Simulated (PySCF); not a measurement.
# AgS at PBE0

Computed with PBE0; basis Ag x2c-TZVPPall, S x2c-TZVPPall; spin-free X2C with a Gaussian nucleus; PySCF 2.14.

| Quantity | Value |
| --- | --- |
| state | ²Σ⁺ (doublet), unpaired electrons σ ↑, a second solution, started from another occupation |
| bond length | 2.259 Å |
| harmonic wavenumber | 324 cm⁻¹ |
| force constant | 1.52 mdyn/Å |
| rotational constant Be | 0.1342 cm⁻¹ |
| anharmonicity ωexe | 1.66 cm⁻¹ |
| vibration–rotation constant αe | 0.000912 cm⁻¹ |
| energy of the minimum from ground-state Ag (4d10 5s1) + S | -0.92 eV |
| bond order (Mayer) | 1.22 |
| dipole moment (positive dipole means Ag(−)S(+)) | -5.72 D |

Spin–orbit coupling is left out, which matters for elements this heavy, above all for dissociation energies.
